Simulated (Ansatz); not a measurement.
`OB[SiH](F)[AlH2]` + `OCF` → `OBOCF` + `F[SiH2][AlH2]`  (cleavage of the B–Si bond)

Program: Ansatz. Geometries: PBE0-D4/def2-TZVP. ΔE: electronic, gas phase. CBS: MP2 limit from def2 TZ/QZ plus the TZ coupled-cluster correction, frozen cores. DFT in def2-TZVPP. One conformer a species, not always the lowest.

`OB[SiH](F)[AlH2]`:

Cartesian coordinates in Å:
```
O 1.595 0.504 1.397
B 1.435 -0.455 0.457
Si -0.461 -0.879 -0.120
F -0.429 -2.030 -1.262
Al -1.699 1.108 -0.894
H 2.512 0.667 1.638
H 2.401 -0.996 -0.017
H -1.182 -1.466 1.054
H -2.037 2.253 0.157
H -2.135 1.295 -2.411
```

`OCF`:

Z-matrix (Å, degrees):
```
C
F 1 1.381
O 1 1.370 2 111.1
H 1 1.091 2 107.8 3 -117.4
H 1 1.096 2 106.3 3 123.2
H 3 0.962 1 109.3 2 70.7
```

`OBOCF`:

Z-matrix (Å, degrees):
```
C
F 1 1.369
O 1 1.380 2 109.5
H 1 1.092 2 107.8 3 117.9
H 1 1.095 2 107.6 3 -121.4
B 3 1.370 1 120.6 2 -92.0
O 6 1.348 3 119.3 1 175.3
H 6 1.196 3 121.3 1 -5.8
H 7 0.963 6 112.8 3 -1.9
```

`F[SiH2][AlH2]`:

Cartesian coordinates in Å:
```
F -1.268 -1.808 0.051
Si 0.141 -1.025 0.092
Al -0.172 1.413 -0.125
H 0.810 -1.398 1.373
H 0.983 -1.586 -1.005
H -1.611 2.063 -0.286
H 1.118 2.341 -0.099
```

| level | ΔE (eV) |
| --- | --- |
| LDA (SPW92) | -1.53 |
| B2PLYP | -1.63 |
| PBE-QIDH | -1.59 |
| r2SCANh | -1.58 |

Task: What does CCSD(T)/CBS give? (An estimate is asked.)

Result: The calculation gave: -1.57 eV. The listed levels differ from it by 0.04, -0.06, -0.02, -0.01 eV.

Largest T1 diagnostic among the species: 0.014.

From r2SCAN to r2SCAN0 (25 % exact exchange), in def2-TZVPP and without D4, ΔE moves by −0.04 eV. At CCSD(T), def2-SVP lies −0.15 eV from the extrapolated value and def2-TZVPP −0.02 eV. Leaving LDA and LC-ωPBE aside and taking each functional with its dispersion term where it has one, the values, not all of them listed here, spread over 0.28 eV, from BHLYP-D4 to revPBE-D4. LDA lies −0.11 eV from PBE without D4.
